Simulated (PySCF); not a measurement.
B3LYP has the VWN-RPA correlation part, as in Gaussian. Delta-SCF ions had no search for a lower state. Excitations are Tamm–Dancoff values on a coarser integration grid. The basis has no diffuse functions, so Rydberg states are missing or too high.

Cartesian coordinates (Å):
SMILES: c1c(occ1B)F
```xyz
11

B     -1.9504    -0.2774    -0.0404
C     -0.4460    -0.0187    -0.0006
C      0.1319     1.2132     0.2314
O      1.4825     1.1340     0.2074
C      1.7845    -0.1618    -0.0426
F      3.0671    -0.4235    -0.1011
C      0.6764    -0.9283    -0.1821
H     -2.7132     0.6409     0.1404
H     -2.3873    -1.3822    -0.2492
H     -0.2866     2.1982     0.4229
H      0.6410    -1.9947    -0.3862
```
Charge 0, spin multiplicity 1.

Question: What is the computed dipole moment, S1–T1 gap (TDA), total energy, T1 excitation (TDA), HOMO–LUMO gap, HOMO, vertical ionisation energy (Delta-SCF) and brightest of the four lowest singlets (TDA) (B3LYP-D3(BJ)/def2-TZVP // B3LYP-D3(BJ)/def2-SVP run with PySCF 2.14.0)?

Answer: 
```yaml
dipole_moment: 0.35 D
S1–T1 gap (TDA): 1.30 eV
total_energy: -9656.25 eV
T1 excitation (TDA): 3.08 eV
HOMO–LUMO gap: 4.74 eV
HOMO: -6.87 eV
vertical ionisation energy (Delta-SCF): 9.13 eV
brightest of the four lowest singlets (TDA): 6.09 eV
```
